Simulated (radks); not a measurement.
Values are calculated unless marked as measured or tabulated.
Q: These are the eigenvalues of the occupied orbitals of an atom or ion with whole-number occupations (Ry). Level of theory: non-relativistic Kohn-Sham, LB94 model potential, spin-polarised, spherical densities, point nucleus (a radial shooting solver on a logarithmic mesh with Libxc functionals).

1s up: -4106.853
1s down: -4106.276
2s up: -1003.993

Which element is it, and in what charge state? The configuration may be excited. Open shells, if any, are filled with parallel spins first.

A: Z = 65, terbium, charge +62: Tb62+ in [He] 2s1. The list shows which subshells hold electrons but not how many an open one holds; the 1s level, -2053.4 hartree, gives Z - s = 64.1 by -(Z - s)^2/2, which with screening narrows Z to a few neighbours, and the depths of the outer levels then fix element, charge and occupations together.
